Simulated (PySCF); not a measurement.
2-methylprop-2-en-1-amine (C₄H₉N), SMILES C=C(C)CN.

Geometry optimised at B3LYP-D3(BJ)/def2-SVP. One conformer was computed; it need not be the lowest.

Two levels are set side by side: PBE/def2-TZVP (PySCF) and HF/def2-TZVP (PySCF). Same geometry, gas phase. Differences are taken from unrounded values.

```json
[
 {"quantity": "orbital gap (eV)", "HF": "13.04"},
 {"quantity": "highest occupied level (eV)", "HF": "-9.51"},
 {"quantity": "lowest empty level (eV)", "HF": "3.53"},
 {"quantity": "dipole moment (D)", "HF": "1.19"},
 {"quantity": "mean polarisability (bohr³)", "HF": "56.5"}
]
```

Task: What does PBE give, and how far is it from HF? (An estimate is asked for; the answer gives what the named calculation found.)

Result: 
| quantity | PBE | PBE minus HF |
|---|---|---|
| orbital gap (eV) | 4.81 | -8.23 |
| highest occupied level (eV) | -5.49 | 4.02 |
| lowest empty level (eV) | -0.67 | -4.21 |
| dipole moment (D) | 1.11 | -0.08 |
| mean polarisability (bohr³) | 60.7 | 4.2 |

PBE's occupied levels lie high since its potential decays too fast outside the molecule; exact exchange lowers them and widens the gap. PBE's more diffuse valence density responds more strongly to a field. Differences between two approximate levels are no errors against the true value.

Rough cost on one machine, each run with all the roots and properties that it gave: HF against PBE about 1/4.
